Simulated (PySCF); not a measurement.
**Stretching Ge₂⁻**

Set-up: PySCF, scalar-relativistic core potentials, basis sets Ge aug-cc-pVDZ-PP with ECP10. Energies in eV from Ge + Ge⁻ in their ground configurations at the same level. All curves are PBE0. state 1: ²Πu (doublet), unpaired electrons π ↑; state 2: doublet, unpaired electrons σ ↑, a second solution, started from another occupation; state 3: ⁴Πg (quartet), unpaired electrons π ↑↑↑, a second solution, started from another occupation.

| R (Å) | state 1 | state 2 | state 3 |
| --- | --- | --- | --- |
| 1.985 | -2.208 | -2.560 | 0.162 |
| 2.077 | -2.809 | -2.971 | -0.741 |
| 2.170 | -3.138 | -3.144 | -1.352 |
| 2.239 | -3.255 | -3.161 | -1.667 |
| 2.308 | -3.287 | -3.109 | -1.886 |
| 2.377 | -3.255 | -3.004 | -2.029 |
| 2.470 | -3.137 | -2.808 | -2.130 |
| 2.585 | -2.907 | -2.506 | -2.149 |
| 2.723 | -2.558 | -2.102 | -2.066 |
| 2.908 | -2.037 | -1.550 | -1.851 |

Put a parabola through the three lowest points of the state 1 curve and estimate Re, k and ωe (reduced mass 36.96 u; 1 eV/Å² = 0.16022 mdyn/Å; ωe = 1302.8·√(k/μ) cm⁻¹).

Through R = 2.239, 2.308, 2.377 Å the second-order coefficient is 6.72 eV/Å², so Re ≈ 2.308 Å, k ≈ 2.15 mdyn/Å and ωe ≈ 314 cm⁻¹. A polynomial fit of higher order to the unrounded PBE0 energies gives Re = 2.305 Å, k = 2.18 mdyn/Å, ωe = 316 cm⁻¹; anharmonicity and rounding make the difference.

The higher-order fit for each curve: state 1: Re = 2.305 Å, ωe = 316 cm⁻¹, De = 3.29 eV; state 2: Re = 2.219 Å, ωe = 341 cm⁻¹, minimum 3.16 eV below the ground-state fragments; state 3: Re = 2.548 Å, ωe = 225 cm⁻¹, minimum 2.15 eV below the ground-state fragments.

Spin–orbit coupling is left out. The highest Kohn–Sham level is positive in this anion. Much of that is self-interaction error, but it also means that the finite basis helps to hold the extra electron. The state was picked by a PBE0 search and need not be the measured ground state.
